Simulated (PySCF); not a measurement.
# Radial density of Nd (neodymium, neutral)

UHF, [Xe] 4f4 5d2, one real determinant (an excited configuration). Calculation: PySCF 2.14, in cc-pVDZ-X2C; the spin-free X2C one-electron Hamiltonian (Gaussian nucleus).

```csv
r (bohr),4πr²ρ (e/bohr),4πr²(ρα − ρβ)
0.0179,79.50,0.0004
0.0302,69.17,0.0010
0.0508,88.60,0.0037
0.0854,100.4,0.0151
0.144,77.53,0.0936
0.242,83.80,0.5862
0.406,34.09,2.4610
0.684,36.06,3.9068
1.15,11.25,2.4513
1.93,5.439,1.0345
3.25,0.9588,0.5851
5.47,0.1940,0.1899
9.21,0.0008087,0.0007
```

Densities and radii are taken from the X2C orbitals without a picture-change correction, which distorts them close to the nucleus.

⟨L²⟩ = 46.02 against 90 for a pure M term, so this real determinant mixes terms. Spin-orbit coupling, absent here, splits the open shell strongly.
